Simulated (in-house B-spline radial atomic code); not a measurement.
Tc II (Tc+): [Kr] 4d5 5s1

Level of theory: Dirac-Kohn-Sham HSE06, spherical fractional occupations, Fermi nucleus of rms radius 4.41117 fm; calculated with a radial B-spline atomic code at the basis-set limit.

Effective charges: Z_r = [3n² - l(l+1)]/(2<r>) from the radius, Z_e = n√(-2ε) from the energy, and Slater's rules. Values are occupation-weighted means over j. An effective charge above Z reflects the relativistic contraction of the inner shells.

```csv
shell,electrons,ε (eV),<r> (bohr),Z_r,Z_e,Slater
1s,2,-20945,0.03428,43.76,39.24,42.70
2s,2,-3014,0.1492,40.23,29.77,38.85
2p,6,-2698.2,0.1302,38.39,28.16,38.85
3s,2,-540.32,0.4144,32.58,18.91,31.75
3p,6,-435.59,0.4154,30.09,16.97,31.75
3d,10,-265.35,0.3987,26.33,13.25,21.85
4s,2,-85.491,1.059,22.67,10.03,15.25
4p,6,-56.073,1.172,19.62,8.12,15.25
4d,5,-14.273,1.682,12.49,4.10,5.60
5s,1,-11.352,3.067,12.23,4.57,3.95
```

The least bound orbital is 5s1/2 at -11.35 eV, and it is also the most diffuse (<r> = 3.067 bohr).

Spin-orbit splittings of the orbital energies (j = l + 1/2 above j = l - 1/2 when positive): 2p 118.4 eV, 3p 19.98 eV, 3d 3.828 eV, 4p 2.99 eV, 4d 0.2884 eV.

For the 1s electron the small component carries 2.46 % of the norm, the zero-frequency Breit interaction raises the level by 41.75 eV, self-energy by 22.94 eV, and vacuum polarisation lowers it by 2.695 eV.

The density falls to 0.001 bohr⁻³ at 4.24 bohr; Σ<r²> = 43.442 bohr² gives, by the non-relativistic formula and without the paramagnetism of open shells, a Langevin diamagnetic susceptibility of -34.41×10⁻⁶ cm³/mol.

Caution: exact exchange at fractional occupations of open shells leaves self-interaction of up to several eV.
